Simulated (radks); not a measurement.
Values are calculated unless marked as measured or tabulated.
Species: Hg6+. Configuration: [Xe] 4f14 5d6.

Code: a radial shooting solver on a logarithmic mesh with Libxc functionals. Model: scalar-relativistic Kohn-Sham, BLYP, spin-unpolarised, spherical densities, finite nucleus; Fermi nuclear charge, rms radius 5.4648 fm.

Energy parts (eV):
| part | energy |
|---|---|
| total | -533599.84 |
| kinetic | 598681.65 |
| electron-nucleus | -1322504.62 |
| Hartree | 200242.47 |
| exchange-correlation | -10019.34 |

Orbitals (lengths in bohr, moments of r in powers of bohr; <r^-3> diverges for s and p1/2; r(90%) holds 90 % of the orbital's charge):
| orbital | occ. | eigenvalue (eV) | <r^-3> | r(90%) |
|---|---|---|---|---|
| 1s | 2 | -83232.52 | - | 0.0304 |
| 2s | 2 | -14826.01 | - | 0.109 |
| 2p | 6 | -12802.17 | 26790 | 0.103 |
| 3s | 2 | -3585.385 | - | 0.265 |
| 3p | 6 | -3000.353 | 6157 | 0.272 |
| 3d | 10 | -2383.544 | 759.4 | 0.256 |
| 4s | 2 | -856.5255 | - | 0.572 |
| 4p | 6 | -664.5936 | 1493 | 0.616 |
| 4d | 10 | -436.5259 | 161.7 | 0.669 |
| 5s | 2 | -203.9225 | - | 1.27 |
| 4f | 14 | -183.5659 | 31.86 | 0.768 |
| 5p | 6 | -150.8360 | 277.0 | 1.45 |
| 5d | 6 | -89.1489 | 21.29 | 1.86 |

The highest occupied level is 5d at -89.149 eV. The density falls to 0.001 e/bohr^3 at r = 2.81 bohr.
